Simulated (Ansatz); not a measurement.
Relaxation of CH7BOSSi (12 atoms, charge 0, multiplicity 1), to a largest force component of 0.02 eV/Å in at most 50 steps.

All numbers below come from RKS r2SCAN/6-31G* (Ansatz).

```xyz
12
Properties=species:S:1:pos:R:3:forces:R:3
C -1.512 -0.306 0.776 -1.39 2.43 0.85
B -0.016 -0.029 1.021 -0.39 -0.02 1.21
Si 1.204 -0.036 -0.478 2.26 -0.62 -0.03
O 1.266 -1.555 -1.249 -3.37 0.80 -0.90
S 0.705 1.496 -1.879 0.10 1.67 0.91
H -2.109 -0.199 1.725 0.25 -0.45 -0.90
H -1.685 -1.257 0.306 -0.37 -0.65 -0.48
H -1.908 0.541 0.075 0.58 -1.46 0.77
H 0.388 0.181 2.160 -0.13 0.04 -0.51
H 2.597 0.213 0.065 -0.19 -0.14 -0.45
H 0.275 -1.621 -1.618 2.91 -0.34 0.86
H 0.873 2.517 -0.872 -0.26 -1.25 -1.34
```

Where does it end, and by what steps?

The forces met the threshold. After 18 steps the energy has fallen by 0.752 eV; H9 moved furthest, 1.15 Å.

```json
{"step": "0", "energy less start (eV)": "0.0000", "largest force component (eV/Å)": "3.374", "accepted": "yes"}
{"step": "1", "energy less start (eV)": "-0.5018", "largest force component (eV/Å)": "1.730", "accepted": "yes"}
{"step": "2", "energy less start (eV)": "-0.6028", "largest force component (eV/Å)": "0.859", "accepted": "yes"}
{"step": "3", "energy less start (eV)": "-0.6369", "largest force component (eV/Å)": "0.652", "accepted": "yes"}
{"step": "4", "energy less start (eV)": "-0.6640", "largest force component (eV/Å)": "0.366", "accepted": "yes"}
{"step": "5", "energy less start (eV)": "-0.6895", "largest force component (eV/Å)": "0.363", "accepted": "yes"}
{"step": "6", "energy less start (eV)": "-0.7030", "largest force component (eV/Å)": "0.576", "accepted": "yes"}
{"step": "7", "energy less start (eV)": "-0.7222", "largest force component (eV/Å)": "0.383", "accepted": "yes"}
{"step": "8", "energy less start (eV)": "-0.7383", "largest force component (eV/Å)": "0.229", "accepted": "yes"}
{"step": "9", "energy less start (eV)": "-0.7470", "largest force component (eV/Å)": "0.164", "accepted": "yes"}
{"step": "10", "energy less start (eV)": "-0.7477", "largest force component (eV/Å)": "0.115", "accepted": "yes"}
{"step": "11", "energy less start (eV)": "-0.7505", "largest force component (eV/Å)": "0.075", "accepted": "yes"}
{"step": "12", "energy less start (eV)": "-0.7509", "largest force component (eV/Å)": "0.037", "accepted": "yes"}
{"step": "13", "energy less start (eV)": "-0.7514", "largest force component (eV/Å)": "0.030", "accepted": "yes"}
{"step": "14", "energy less start (eV)": "-0.7517", "largest force component (eV/Å)": "0.075", "accepted": "yes"}
{"step": "15", "energy less start (eV)": "-0.7520", "largest force component (eV/Å)": "0.054", "accepted": "yes"}
{"step": "16", "energy less start (eV)": "-0.7522", "largest force component (eV/Å)": "0.039", "accepted": "yes"}
{"step": "17", "energy less start (eV)": "-0.7523", "largest force component (eV/Å)": "0.021", "accepted": "yes"}
{"step": "18", "energy less start (eV)": "-0.7523", "largest force component (eV/Å)": "0.017", "accepted": "yes"}
```

```xyz
12
Properties=species:S:1:pos:R:3
C -1.528 -0.447 0.886
B -0.127 0.243 0.899
Si 1.318 -0.141 -0.441
O 1.099 -1.465 -1.431
S 1.159 1.642 -1.693
H -1.938 -0.587 1.896
H -1.598 -1.391 0.332
H -2.217 0.269 0.402
H 0.047 1.161 1.661
H 2.701 -0.331 0.073
H 0.238 -1.509 -1.872
H 0.924 2.502 -0.678
```

Whether the end is a true minimum wasn't checked by a vibrational analysis.

The run took 91 s on 2 threads of Arm Neoverse V1 (shared host), peak memory 0.2 GiB.
